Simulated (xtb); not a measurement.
xtb input:

```bash
xtb mol.xyz --gfnff --opt tight --chrg 1 --uhf 0
```
mol.xyz:
```
2

Cd    -0.00000000    -0.00000000    -0.59277623
Cl     0.00000000     0.00000000     1.67372111
```

Problem. What final total energy does it print?

Solution. 1.38456 Eh (GFN-FF).
